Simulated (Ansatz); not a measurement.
Cost and result for the atomization energy of `C/[C]([AlH2])=C\O` (12 atoms, 11 bonds).

```xyz
12

C     1.143    0.417    0.699
C    -0.076   -0.129   -0.001
Al   -0.817   -1.884    0.228
C    -0.736    0.653   -0.874
O    -0.424    1.918   -1.212
H     1.586   -0.314    1.377
H     1.933    0.703   -0.008
H     0.910    1.302    1.307
H    -0.143   -2.919    1.230
H    -2.115   -2.261   -0.609
H    -1.621    0.325   -1.413
H     0.362    2.189   -0.724
```

Total charge 0; spin multiplicity 1. The geometry is a stationary point of PBE0-D4/def2-TZVP. It is one conformer, not always the lowest. Program: Ansatz. All runs use 4 threads of an Arm Neoverse V1 on a shared host. Times are those of one run each, without the atoms' runs, and a repeat can differ threefold. Electronic energies, without spin–orbit coupling; frozen cores. CCSD(T)/CBS adds CCSD(T) − MP2 in def2-TZVPP to the MP2 limit, and its time is that of the two runs behind it. T1 = 0.012.

CCSD(T)/CBS is a level of theory with its own doubt, some kJ/mol a heavy atom from the limit and from the frozen cores, so smaller differences don't rank the functionals.

```
                             level  functions  wall time  atomization (kJ/mol)  difference from CCSD(T)/CBS  per bond
            LDA (SPW92)/def2-TZVPP        264      1.4 s                5122.2                        647.2      58.8
              revPBE-D4/def2-TZVPP        264      2.1 s                4462.1                        -12.9      -1.2
                BLYP-D4/def2-TZVPP        264      2.1 s                4469.3                         -5.7      -0.5
                PBE0-D4/def2-TZVPP        264        3 s                4487.3                         12.3       1.1
           CAM-B3LYP-D4/def2-TZVPP        264      3.4 s                4492.9                         17.9       1.6
                  CCSD(T)/def2-SVP        109      4.6 s                4271.2                       -203.8     -18.5
r2SCAN-D4/def2-TZVPP (with forces)        264        5 s                4495.0                         20.0       1.8
               PBE-QIDH/def2-TZVPP        264        6 s                4451.0                        -24.0      -2.2
                ωB97X-V/def2-TZVPP        264        8 s                4480.9                          5.9       0.5
                 B97M-V/def2-TZVPP        264      9.5 s                4509.4                         34.4       3.1
                    MP2/def2-QZVPP        508       24 s                4501.0                         26.0       2.4
                CCSD(T)/def2-TZVPP        264    2.4 min                4365.5                       -109.5     -10.0
                 CCSD(T)/CBS(def2)          –    2.8 min                4475.0                          0.0       0.0
```

The D4 term adds +36.7 kJ/mol with B3LYP and +19.3 kJ/mol with PBE0; it sums over pairs of atoms, weighted by their polarisabilities, and B3LYP, whose exchange is more repulsive, gets the larger term. From BLYP to BHLYP (50 % exact exchange), in def2-TZVPP and without D4, the atomization energy moves by −102.5 kJ/mol: exact exchange takes away binding that semilocal exchange gives to molecules. In def2-TZVPP, CCSD(T) changes the Hartree–Fock value by +1094.1 kJ/mol (the triples alone add +67.9 kJ/mol) and MP2 by +1164.9 kJ/mol; breaking electron pairs costs correlation energy, which Hartree–Fock lacks.

B3LYP here is the variant with VWN-RPA as its local correlation; programs differ in this.
